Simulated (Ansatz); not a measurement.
Frontier orbitals of B2H8N2Si.

Cartesian coordinates in Å:
```
B 0.915 1.183 -0.623
B 0.596 1.228 0.965
Si 0.309 -0.662 -0.144
N -0.745 -1.453 -1.223
N -0.645 0.319 1.208
H 1.885 1.523 -1.230
H -0.130 1.084 -1.281
H 1.254 1.420 1.947
H 0.853 -1.762 0.703
H -0.962 -2.432 -1.157
H -1.005 -1.042 -2.103
H -0.812 -0.066 2.129
H -1.513 0.660 0.810
```

The species carries charge 0 and has multiplicity 1. The bonds changed during the relaxation, so this is another structure than the one it started from. The structure was optimised at the PBE0-D4/def2-TZVP level. It is one conformer, not always the lowest. Basis def2-TZVPP, the Gaussian-basis code of Ansatz.

Orbital energies of one run (eV). Highest occupied ones, from the top: -6.10, -7.58, -7.97, -8.43, -9.64, -10.41, -11.58, -12.46, -13.85, -14.03, -14.95, -16.59, -23.37, -25.10. Empty: -1.00, 0.12, 0.67, 0.81, 1.48, 2.09.

**Question.** Which functional gave them?
A. B3LYP
B. BHLYP
C. revPBE
D. ωB97X-V

**Answer.** A. HOMO energies: B3LYP -6.10, ωB97X-V -8.49, revPBE -5.23, BHLYP -7.17 eV.

B3LYP here is the variant with VWN-RPA as its local correlation; programs differ in this.
